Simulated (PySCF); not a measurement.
# Correlation energy of C²⁺ (carbon, charge +2)

[He] 2s2, closed-shell 1S. Calculation: PySCF 2.14, in def2-TZVP (5s3p2d1f, 31 functions); the non-relativistic Hamiltonian (point nucleus). Frozen: 1s2; 2 electrons correlated.

Total MP2 correlation energy: -42.51 mhartree.

Same-spin part 0.00 and opposite-spin part -42.51 mhartree; SCS-MP2 scales them by 1/3 and 6/5 to -51.01 mhartree.

With two correlated electrons CCSD is exact within the correlated space (frozen core and kept virtual orbitals).

```csv
level,correlation energy (mhartree)
CCSD,-72.69
```

Diagnostics: T1 = 0.0085, D1 = 0.0120, largest double amplitude 0.156.

A double-excitation amplitude exceeds 0.15, a sign of near-degeneracy.

Cost of the coupled-cluster step: 0.11 s of wall time on 1 thread of Neoverse-V1 (shared host), for 2 correlated electrons.

Iterations:

```
CC2 = 0
CCSD nocc = 1, nmo = 30
frozen orbitals [0]
max_cycle = 100
direct = 0
conv_tol = 1e-08
conv_tol_normt = 1e-06
diis_space = 8
diis_start_cycle = 0
Init t2, MP2 energy = -36.4498071951882  E_corr(MP2) -0.0425104181743322
Init E_corr(CCSD) = -0.0425104181743917
cycle = 1  E_corr(CCSD) = -0.0573908390372497  dE = -0.0148804209  norm(t1,t2) = 0.0652539
cycle = 2  E_corr(CCSD) = -0.0647201477501849  dE = -0.00732930871  norm(t1,t2) = 0.0345036
cycle = 3  E_corr(CCSD) = -0.0728124623629848  dE = -0.00809231461  norm(t1,t2) = 0.018287
cycle = 4  E_corr(CCSD) = -0.0726444571200255  dE = 0.000168005243  norm(t1,t2) = 0.00030349
cycle = 5  E_corr(CCSD) = -0.072707628204173  dE = -6.31710841e-05  norm(t1,t2) = 0.000102693
cycle = 6  E_corr(CCSD) = -0.0726885813222821  dE = 1.90468819e-05  norm(t1,t2) = 4.69625e-05
cycle = 7  E_corr(CCSD) = -0.0726864265950599  dE = 2.15472722e-06  norm(t1,t2) = 4.51741e-06
cycle = 8  E_corr(CCSD) = -0.0726865712412655  dE = -1.44646206e-07  norm(t1,t2) = 3.16557e-07
cycle = 9  E_corr(CCSD) = -0.0726865652675542  dE = 5.97371132e-09  norm(t1,t2) = 2.60284e-08
CCSD converged
E(CCSD) = -36.47998334228146  E_corr = -0.07268656526755415
```
